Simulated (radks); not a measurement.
Spherical jellium clusters: N electrons in a uniform positive sphere of charge N and radius rs N^(1/3), rs = 4.03 bohr. Calculated with a radial shooting solver with Libxc functionals: non-relativistic Kohn-Sham, LDA (Slater exchange, Perdew-Wang correlation), spin-polarised, spherical densities. Levels are named by radial order and angular momentum (1s, 1p, 1d, 2s, ...), and open shells are averaged over m.

N = 27, configuration 1s2 1p6 1d10 2s2 1f(up 7, down 0). This is the lowest configuration that the search found. Occupied and some empty levels:

| level | occupation | eigenvalue (eV) | <r> (bohr) |
|---|---|---|---|
| 1s up | 1 | -5.2689 | 7.487 |
| 1s down | 1 | -5.0428 | 6.980 |
| 1p up | 3 | -4.6423 | 8.745 |
| 1p down | 3 | -4.3214 | 8.521 |
| 1d up | 5 | -3.8290 | 9.594 |
| 1d down | 5 | -3.4642 | 9.533 |
| 2s up | 1 | -3.3626 | 7.551 |
| 2s down | 1 | -3.1832 | 7.859 |
| 1f up | 7 | -2.8579 | 10.31 |
| 1f down | 0 | -2.4804 | 10.36 |
| 2p up | 0 | -2.1928 | 9.073 |
| 2p down | 0 | -2.0152 | 9.209 |
| 1g up | 0 | -1.7612 | 11.02 |
| 1g down | 0 | -1.3951 | 11.18 |
| 2d up | 0 | -1.0927 | 11.09 |
| 2d down | 0 | -0.91430 | 11.35 |

Energy (eV): total -50.6610, kinetic 47.408, external -1948.0, Hartree 964.75, exchange-correlation -99.311, background 984.47.

Electron density:

| r (bohr) | n(r) (e/bohr^3) |
|---|---|
| 0.868 | 0.004910 |
| 1.83 | 0.004464 |
| 2.80 | 0.003884 |
| 3.77 | 0.003397 |
| 4.73 | 0.003194 |
| 5.70 | 0.003336 |
| 6.67 | 0.003727 |
| 7.63 | 0.004131 |
| 8.60 | 0.004245 |
| 9.57 | 0.003844 |
| 10.5 | 0.002950 |
| 11.5 | 0.001862 |
| 12.5 | 0.0009804 |
| 13.4 | 0.0004468 |
| 14.4 | 0.0001860 |
| 15.4 | 0.00007361 |
| 16.3 | 0.00002776 |
| 17.3 | 0.00001018 |
| 18.3 | 3.713e-06 |
| 19.2 | 1.327e-06 |
